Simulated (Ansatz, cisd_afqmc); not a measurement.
System: C, charge 0, triplet.

Total energies in def2-SVPD, 4 correlated electrons, 1 frozen orbitals. UHF or UKS for unpaired electrons; spin-orbit terms are left out. Cores are frozen in correlated methods. No relativity. AFQMC/CISD: phaseless, guided by CISD from CCSD amplitudes; bars are statistical, one sigma. Outlying blocks are dropped, and bars are widened where a walk drifts. Over all cases where full CI ran beside it in this data, AFQMC minus full CI had a median of +0.1 mEh and passed +0.4 mEh in a tenth of the cases. Full CI freezes restricted core orbitals and the other rows unrestricted ones, which leaves a small offset even where coupled cluster is exact.

| method | program | energy (Eh) | error against FCI (mEh) |
|---|---|---|---|
| HF | Ansatz | -37.64626 | 76.07 |
| MP2 | Ansatz | -37.69976 | 22.57 |
| CCSD | Ansatz | -37.72066 | 1.67 |
| CCSD(T) | Ansatz | -37.72197 | 0.36 |
| CCSDT(Q) | Ansatz | -37.72239 | -0.06 |
| CCSDTQ | Ansatz | -37.72240 | -0.07 |
| AFQMC/CISD | cisd_afqmc | -37.7222 ± 0.0001 | 0.1 ± 0.1 |
| FCI | Ansatz | -37.72233 | 0.00 |

Ansatz is a quantum-chemistry and plane-wave program.
